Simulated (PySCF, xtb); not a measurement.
Si(F)(Cl)(Me)2 (C2H6ClFSi), SMILES C[Si](C)(F)Cl.

xtb 6.7.1 with GFN2-xTB at its own geometry gives an orbital gap of 6.80 eV and a dipole moment of 2.61 D.

The structure is a stationary point at ωB97X-D3(BJ)/def2-SVP.

What does HF/def2-TZVP run with PySCF give? (Estimate from the structure and the level; the computed values follow.)

gap 15.37 eV (levels -12.01 and 3.36 eV), dipole 2.61 D.
